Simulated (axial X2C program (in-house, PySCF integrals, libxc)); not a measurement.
## Nuclear properties of SnC⁻

Calculated with an in-house all-electron X2C program for linear molecules (integrals from PySCF): two-component X2C with atomic mean-field Coulomb and Gaunt terms, Gaussian nuclei, basis Sn dyall-acv3z, C dyall-av3z with contracted cores.

R = 1.969 Å (near the PBE0 minimum at charge -1 of the determinant lowest at the starting distance; the state shown can have its own minimum elsewhere).

Input and command:
```json
{"zs": [50, 6], "q": -1, "bas": ["dyall-acv3z", "dyall-av3z"], "r0": 1.97, "levels": ["PBE0", "HF", "B3LYP", "PBE50", "TPSSh"], "nst": 3}
```
```bash
python soeom.py task.json out
```

Keys: zs atomic numbers; q charge; bas basis sets; r0 starting distance in Å; levels methods; nst determinants followed.

Determinant lowest in the PBE0 search, Ω = 1/2 (⟨Sz⟩ = 0.49, ⟨Lz⟩ = 0.01 at PBE0), spin on the atoms Sn -0.34, C 0.83:

```
level  Eeff magnitude (GV/cm)  Ws magnitude Sn (kHz)  A∥/gI Sn (MHz)  qzz Sn (a.u.)  A∥/gI C (MHz)  qzz C (a.u.)
 PBE0                   0.576                  0.936             269          -0.93            171          0.09
   HF                    1.46                   1.92             730          -1.73            299          0.08
B3LYP                    0.56                  0.913              56          -0.76            195          0.08
PBE50                   0.531                  0.883             464          -1.16            182          0.09
TPSSh                   0.725                   1.11             175          -0.67            189          0.09
```

Determinant 0.23 eV from it at PBE0 and this distance, Ω = 3/2 (⟨Sz⟩ = 0.50, ⟨Lz⟩ = 1.00 at PBE0), spin on the atoms Sn 0.02, C 0.48:

```json
{"level": "PBE0", "Eeff magnitude (GV/cm)": "0.439", "Ws magnitude Sn (kHz)": "0.265", "A∥/gI Sn (MHz)": "269", "qzz Sn (a.u.)": "-6.30", "A∥/gI C (MHz)": "15.8", "qzz C (a.u.)": "-0.78"}
{"level": "HF", "Eeff magnitude (GV/cm)": "4.37", "Ws magnitude Sn (kHz)": "1.86", "A∥/gI Sn (MHz)": "360", "qzz Sn (a.u.)": "-7.69", "A∥/gI C (MHz)": "-2.35", "qzz C (a.u.)": "-0.65"}
{"level": "B3LYP", "Eeff magnitude (GV/cm)": "0.298", "Ws magnitude Sn (kHz)": "0.206", "A∥/gI Sn (MHz)": "245", "qzz Sn (a.u.)": "-6.08", "A∥/gI C (MHz)": "25.7", "qzz C (a.u.)": "-0.82"}
{"level": "PBE50", "Eeff magnitude (GV/cm)": "0.97", "Ws magnitude Sn (kHz)": "0.488", "A∥/gI Sn (MHz)": "339", "qzz Sn (a.u.)": "-6.75", "A∥/gI C (MHz)": "3.58", "qzz C (a.u.)": "-0.78"}
{"level": "TPSSh", "Eeff magnitude (GV/cm)": "0.119", "Ws magnitude Sn (kHz)": "0.136", "A∥/gI Sn (MHz)": "283", "qzz Sn (a.u.)": "-6.02", "A∥/gI C (MHz)": "19.7", "qzz C (a.u.)": "-0.78"}
```

Eeff is the effective electric field on the electron electric dipole moment in this Ω state and Ws the scalar–pseudoscalar constant of the nucleus named (defined with the proton number Z and per Ω); A∥ (defined per Ω) follows by multiplying with gI = μI/(I μN); qzz is the electric field gradient, eQq0 = 234.96 MHz × Q/barn × qzz. The operators were transformed with the bare-nucleus X2C matrices; with these basis sets, hyperfine constants and field gradients can be off by tens of per cent, and where levels differ in sign neither size nor sign is settled.

With gI(13C) = 1.4048 (g factors from the IAEA table of nuclear moments by Stone), turn the PBE0 values of the first state into constants in MHz.

A∥(13C) = 171 × 1.4048 = 240 MHz.

Each state is one determinant with collinear spin. Unrestricted Hartree–Fock can overshoot spin polarisation at the nuclei. For an anion, determinants above electron detachment, or with a positive highest level, are held by the basis set. Where Eeff spreads by more than a factor of two the levels disagree and none is to be relied on. In the state Ω = 1/2 the atomic spins oppose each other (-0.34, 0.83): a broken-symmetry determinant whose values are not spin-projected. States lie within half an eV, so the first need not be the ground state. Further determinants of the search, some of them spin-mixed, are not shown. Where a field gradient or hyperfine factor spreads by more than a factor of two over the levels, a constant derived from it is not to be relied on. PBE0 term energies can be off by some tenths of an eV.
